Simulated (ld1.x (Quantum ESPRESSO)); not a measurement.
gold (Au), TM: configuration errors across variants

Au, norm-conserving Troullier–Martins (Kleinman–Bylander form), made with ld1.x (Quantum ESPRESSO) 7.5 (PBE, non-relativistic). Core [Xe] 4f14, reference 5d10 6s0.75 6p0 (charge +0.25). Waves: 6p (bound, empty): rc 3.55 bohr; 5d (bound): rc 1.45 bohr; 6s (bound): rc 2.75 bohr. Local part: the s channel. Core correction: a·sin(br)/r model core inside 1.05 bohr.

All-electron excitation energies from the reference (eV): (1) 5d10 6s1 6p0 -1.219; (2) 5d10 6s0 6p0 6.065; (3) 5d9 6s0 6p0 27.922; (4) 5d10 6s0 6p1 2.231; (5) 5d8 6s0 6p0 62.710; (6) 5d9 6s2 6p0 3.657; (7) 5d7 6s0 6p0 111.562.

Errors AE − PS in meV (a dash: test not solved or not reliable):

| change | (1) | (2) | (3) | (4) | (5) | (6) | (7) | bound ghosts |
| --- | --- | --- | --- | --- | --- | --- | --- | --- |
| base | -0.4 | -6.1 | -126 | -0.7 | -629 | -138 | -1648 | none |
| all radii but the core radius scaled by about 0.80 (s 2.20, p 2.84, d 1.16 bohr) | -0.4 | -5.5 | -123 | -1.1 | -616 | -130 | -1621 | none |
| all radii but the core radius scaled by about 0.85 (s 2.34, p 3.02, d 1.24 bohr) | -0.4 | -6.2 | -124 | -1.3 | -621 | -142 | -1631 | none |
| all radii but the core radius scaled by about 1.16 (s 3.20, p 4.14, d 1.68 bohr) | -0.2 | -5.9 | -152 | +0.3 | -707 | -99 | -1808 | none |
| all radii but the core radius scaled by about 1.30 (s 3.56, p 4.60, d 1.88 bohr) | -0.1 | -8.8 | -207 | -1.3 | -852 | -41 | -2074 | none |
| all radii but the core radius scaled by about 1.38 (s 3.78, p 4.88, d 2.00 bohr) | -0.1 | -12 | -239 | -2.7 | -928 | -11 | -2198 | none |

(1) Give the same row for: all radii but the core radius scaled by about 1.08 (s 2.98, p 3.84, d 1.56 bohr).

Results:

(1) -0.3, -5.7, -134, +0.1, -655, -123, -1705; bound ghosts: none.
